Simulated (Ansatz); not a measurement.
Total energies of `OB(Cl)CCl`.

```xyz
8

O    -1.465   -0.581   -0.690
B    -0.576   -0.460    0.300
Cl   -0.898   -1.269    1.830
C     0.758    0.370    0.185
Cl    0.934    1.127   -1.426
H    -1.175   -0.093   -1.474
H     1.632   -0.262    0.347
H     0.791    1.168    0.928
```

The species carries charge 0 and has multiplicity 1. All single points use the PBE0-D4/def2-TZVP geometry. It is one conformer, not always the lowest. Basis def2-TZVPP, the Gaussian-basis code of Ansatz.

RPA on PBE orbitals: Hartree–Fock energy of these orbitals -1058.30148 Eh, correlation -1.42400 Eh (frozen core).

```
 functional  energy without D4 (Eh)  D4 term (kJ/mol)
LDA (SPW92)             -1056.42675                 –
     revPBE             -1060.36598             -56.8
     r2SCAN             -1060.44479              -4.4
     B97M-V             -1060.33387                 –
      B3LYP             -1060.61584             -29.6
    r2SCANh             -1060.43551              -4.7
    r2SCAN0             -1060.42263              -5.2
      BHLYP             -1060.50807             -22.1
  CAM-B3LYP             -1060.54733             -15.6
    LC-ωPBE             -1060.24047                 –
    ωB97X-V             -1060.40339                 –
    ωB97M-V             -1060.48713                 –
     B2PLYP             -1060.21321                 –
   PBE-QIDH             -1059.93222                 –
```

Problem. Give the same for PBE, BLYP, PBE0, HSE06 (plane-wave form). (Estimate.)

Solution. The calculation gave: 
```csv
functional,energy without D4 (Eh),D4 term (kJ/mol)
PBE,-1060.03205,-18.2
BLYP,-1060.52841,-40.7
PBE0,-1060.11732,-15.4
HSE06 (plane-wave form),-1060.09460,-14.3
```

B3LYP takes the VWN-RPA correlation (the form of Gaussian; ORCA's B3LYP/G). HSE06 is the plane-wave form, built on full-range PBE exchange. The double hybrids freeze the cores in their second-order part.

LC-ωPBE has ω = 0.4 bohr⁻¹.
